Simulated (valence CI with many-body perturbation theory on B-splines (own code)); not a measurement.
**Hf59+: what the settings do**

Calculated by configuration interaction combined with many-body perturbation theory (CI+MBPT): three valence electrons over a frozen Dirac-Fock core [Ne], radial functions for each j: 6 s, 6 p, 5 d, 3 f, 1 g, with the one-electron correlation potential Σ1 (screened to all orders), the two-electron term Σ2, the three-electron term Σ3, Breit, model QED; selected single and double excitations, second order for the rest, scaled by the run's own slope (own B-spline code, finite nucleus).

No measured spectrum was set against this ion. As an estimate, large intervals hold to a few tenths of a per cent, small ones and those within an open d or f shell to about a per cent.

The reference run has the lowest level (3s^2 3p1/2) J=1/2 and an ionisation energy of 6284.85 eV. Its largest variational space holds 2754 state functions.

Levels are named by their leading jj configuration (3d3/2^4 stands for four electrons in 3d with j = 3/2), which in mixed levels can hold well under half, so a name can repeat and another be missing. Letters in brackets count levels of one name in rising energy.

Changed runs:
A. lowest core n in screening and Σ2 1 → 4
B. correlating orbitals by l 3 3 3 2 1 → 2 3 4 4 2; lowest core n in screening and Σ2 1 → 3
C. averaging of valence orbitals over low configurations on → off
D. logarithmic knot step 0.27 → 1.1 (bad on purpose)

Excitation energies of the reference run in cm⁻¹, and shifts in cm⁻¹:

```tsv
Level	Reference	C	D
(3s 3p1/2^2) J=1/2	1291760	+18	-1503
(3s^2 3p3/2) J=3/2	2573360	+0.4	+526
(3s 3p1/2 3p3/2) J=3/2 [a]	3630740	+23	-940
(3s 3p1/2 3p3/2) J=5/2	3771670	+20	-935
(3s 3p1/2 3p3/2) J=3/2 [b]	3938140	+28	-716
(3s 3p1/2 3p3/2) J=1/2	4015860	+17	-983
(3s^2 3d3/2) J=3/2	4393180	+59	+238
(3s^2 3d5/2) J=5/2	4908970	+71	+465
(3p1/2^2 3p3/2) J=3/2	5207810	+51	-1884
(3s 3p1/2 3d3/2) J=3/2 [a]	5315360	+63	-1351
(3s 3p1/2 3d3/2) J=5/2	5413080	+78	-990
(3s 3p1/2 3d3/2) J=1/2	5618790	+91	-976
Ionisation energy (eV)	6284.85	-7e-05	+0.05
```

Run A: It gave no result: the setting left no core shell for the response of the core. The program said: "need at least one array to concatenate".

Run B: It gave no result: the setting left no core shell for the response of the core. The program said: "need at least one array to concatenate".
